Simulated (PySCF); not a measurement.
# Indirect couplings

Bonds (- single, = double, # triple, : aromatic): C1-C2 1.536 Å, C2-Ge3 1.960 Å. C1 carries H4, H5, H6; C2 carries H7, H8; Ge3 carries H9, H10, H11.

Indirect spin–spin couplings were computed at B3LYP/pcJ-1 (pcSseg-1 on Ge) (without the spin–dipole term) (PySCF 2.14) on a PBE0-D3(BJ)/def2-SVP structure, for the isolated molecule, without vibrational or relativistic corrections. Couplings are averaged over pairs made equivalent by symmetry, fast rotation or ring inversion, so a value needn't be that of the named pair in this geometry, while other rotamers aren't included; one pair stands for each set, and the list holds those of at least 0.8 Hz over up to four bonds.

Isotopes: ¹³C, ¹H.

```tsv
pair	bonds	J (Hz)
C1, C2	1	?
C1, H4	1	133.4
C2, H7	1	135.6
C1, H7	2	-3.5
C2, H4	2	-2.8
C2, H9	2	?
H4, H5	2	-15.2
H7, H8	2	-15.5
H9, H10	2	?
C1, H9	3	3.7
H4, H7	3	?
H7, H9	3	3.1
```

Q: Estimate the withheld couplings, with signs.

A: 
- ¹J(C1,C2) = 37.0 Hz (bond length 1.536 Å)
- ²J(C2,H9) = 6.4 Hz (mean over equivalent pairs that range from 5.6 to 7.9 Hz in this conformer)
- ²J(H9,H10) = 9.7 Hz
- ³J(H4,H7) = 8.8 Hz (mean over equivalent pairs that range from 4.5 to 15.9 Hz in this conformer)

Relativistic effects of the heavier atoms present are left out.
